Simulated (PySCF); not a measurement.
Stationary points of LaI₃

All numbers come from PySCF, B3LYP, basis La def2-SVP with ECP46, I def2-SVP with ECP28 (scalar-relativistic core potentials, no spin–orbit coupling, density fitting).

Relaxations began from a few typed shapes. The search is not exhaustive: other isomers or separated fragments can lie lower, and high-lying points may rest on an excited occupation.

```json
{"spin": "singlet", "group": "C3v", "bonds": "La–I 2.997 Å (×3)", "angles": "I–La–I 118.1° (×3)", "imaginary modes (cm⁻¹)": "none", "ΔE (kJ/mol)": "0.0", "ΔE with ZPE (kJ/mol)": "0.0"}
{"spin": "singlet", "group": "D3h", "bonds": "La–I 3.000 Å (×3)", "angles": "I–La–I 120.0° (×3)", "imaginary modes (cm⁻¹)": "none", "ΔE (kJ/mol)": "0.2", "ΔE with ZPE (kJ/mol)": "0.2"}
```

The lowest minimum found is the singlet C3v: La–I 2.997 Å (×3); I–La–I 118.1° (×3).

Formally La is in oxidation state +3, with 0 electrons left for the f, d and s shells; the Mulliken f population is 0.08.

For the lowest minimum: stability towards spin polarisation was not tested.
